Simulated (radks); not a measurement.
Task: All-electron atom: Gd IV in [Xe] 4f7. Calculated with a radial shooting solver on a logarithmic mesh with Libxc functionals: Dirac Kohn-Sham, PBE, spin-unpolarised, spherical densities, finite nucleus; open shells are shared between the two j in proportion to 2j + 1; Fermi nuclear charge, rms radius 5.1569 fm.

Spin-orbit splittings of the eigenvalues, e(l+1/2) - e(l-1/2), with zeta = 2 splitting/(2l+1) and mean radii in bohr:

| shell | occ. | splitting (eV) | zeta (eV) | <r> j=l-1/2 | <r> j=l+1/2 |
|---|---|---|---|---|---|
| 2p | 6 | 695.8 | 463.9 | 0.07746 | 0.08430 |
| 3p | 6 | ? | ? | 0.2336 | 0.2467 |
| 3d | 10 | 31.10 | 12.44 | 0.2187 | 0.2228 |
| 4p | 6 | 31.76 | 21.17 | 0.5648 | 0.5943 |
| 4d | 10 | 5.742 | 2.297 | 0.6301 | 0.6405 |
| 4f | 7 | 0.7626 | 0.2179 | 0.8457 | 0.8567 |
| 5p | 6 | 4.514 | 3.009 | 1.470 | 1.555 |
| 5d | 0 | 0.4412 | 0.1765 | 2.141 | 2.177 |
| 6p | 0 | 0.8167 | 0.5445 | 3.550 | 3.695 |

Estimate the 3p splitting.

Result: 142.7 eV (zeta = 95.17 eV).
